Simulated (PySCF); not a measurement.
# How methods differ on the ionisation energy of Hg²⁺

Hg²⁺ [Xe] 4f14 5d10 (1S) → Hg³⁺ [Xe] 4f14 5d9 (2D), as a difference of total energies. Calculation: PySCF 2.14, in aug-cc-pwCVDZ-PP with ECP60MDF (6s6p5d3f, 70 functions); a scalar-relativistic core potential. Correlated levels: valence: 5s2 5p6 frozen. The calculations carry no spin-orbit coupling.

```tsv
method	ionisation energy (eV)
UHF	33.577
MP2 (valence)	35.289
SCS-MP2 (valence)	35.121
CCSD (valence)	35.006
CCSD(T) (valence)	35.055
```

Task: How much does correlation contribute at CCSD(T) (valence)?

Result: 35.055 − (33.577) = 1.478 eV, measured against UHF.

The reference lies between the lowest fine-structure levels, while these numbers refer to the centres of the terms.

Errors of the correlated levels include the incompleteness of this basis and the frozen core.

For comparison: 34.49 ± 0.05 eV (measured; NIST Atomic Spectra Database, ionization energies).
